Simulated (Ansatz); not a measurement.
CH₃BFN, SMILES `FB1CN1`, relaxed with RKS PBE-D4/def2-SVP in the Gaussian-basis code of Ansatz from a rough embedded geometry. The force threshold is 0.03 eV/Å; the program also tests the step.

The species carries charge 0 and has multiplicity 1.

Start:

```xyz
7

F    -0.979    0.001   -2.164
B    -0.420   -0.148   -0.826
C     0.273    0.504    0.393
N     0.502   -0.831    0.270
H    -0.421    0.707    1.284
H     1.140    1.173    0.189
H    -0.095   -1.406    0.853
```

```
        step  energy (eV)  largest force (eV/Å)  largest move (Å)
           1   -5956.5790                 4.277             0.000
           2   -5957.8439                 2.912             0.147
           3   -5958.3302                 1.658             0.200
           4   -5958.4133                 1.531             0.200
           5   -5958.4782                 0.801             0.094
6 (rejected)   -5958.4247                 1.319             0.175
           7   -5958.5053                 0.457             0.075
           8   -5958.5240                 0.077             0.100
9 (rejected)   -5958.5239                 0.092             0.018
          10   -5958.5248                 0.031             0.009
          11   -5958.5249                 0.007             0.008
```

End:

```xyz
7

F    -0.953   -0.121   -2.056
B    -0.396   -0.089   -0.852
C     0.201    0.628    0.397
N     0.059   -0.854    0.175
H    -0.441    1.073    1.185
H     1.235    1.029    0.411
H     0.296   -1.666    0.741
```

Run time 12 s (2 threads of an Arm Neoverse V2 on a shared host); peak host memory 0.16 GiB.
